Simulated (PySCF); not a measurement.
**Spinor energies of Br (bromine, neutral)**

Start: [Ar] 3d10 4s2 4p5; 4p1/2 filled at m_j = -1/2, +1/2; 4p3/2 filled at m_j = -1/2, +1/2, +3/2. Calculated with PySCF 2.14 in x2c-TZVPPall-2c (6s7p4d1f, 54 functions): generalised Hartree-Fock with the X2C-1e Hamiltonian and a Gaussian nucleus; one run each with spin-orbit coupling (SO) switched off, then screened by Boettger's factors.

| spinor shell | electrons | ε, spin-free (eV) | ε, screened SO (eV) | weight of nominal j (screened SO) | rms radius, screened SO (bohr) |
| --- | --- | --- | --- | --- | --- |
| 1s1/2 | 2 | -13557.4 | -13557.0 | 1.000 | 0.0492 |
| 2s1/2 | 2 | -1825.8 | -1825.7 | 1.000 | 0.205 |
| 2p1/2 | 2 | -1605.1 | -1637.6 | 1.000 | 0.180 |
| 2p3/2 | 4 | -1605.1 | -1589.4 | 1.000 | 0.184 |
| 3s1/2 | 2 | -277.40 | -277.33 | 1.000 | 0.588 |
| 3p1/2 | 2 | -205.32 | -210.29 | 1.000 | 0.600 |
| 3d3/2 | 4 | -85.785 | -86.431 | 0.996 | 0.649 |
| 3d5/2 | 6 | -85.785 | -85.252 | 0.997 | 0.652 |
| 4s1/2 | 2 | -27.750 | -27.722 | 1.000 | 1.83 |
| 4p1/2 | 2 | -12.408 | -12.924 | 0.749 | 2.25 |
| 4p3/2 | 3 | -12.408 | -12.094 | 0.833 | 2.29 |

Question: Where does 3p3/2 lie, and what is the 3p spin-orbit splitting (screened SO)?

Answer: At -202.86 eV, 7.435 eV above 3p1/2.

```csv
quantity,spin-free,screened SO
E (hartree),-2604.33815,-2604.48317
M_J,3/2,3/2
⟨J²⟩,3.761,3.761
⟨L²⟩,2.008,2.012
⟨S²⟩,0.753,0.756
```

Each row is a mean over spinors that exchange with the open shell spreads, by up to 2.901 eV (4s1/2).

Rows whose weight is well below 1 are mixtures of j = l ± 1/2: exchange outweighs spin-orbit coupling there, and the label is only the starting occupation.

Without spin-orbit coupling the j labels of p, d and f shells carry no meaning; the spin-free column gives the mean over the occupied spinors of each nl shell.
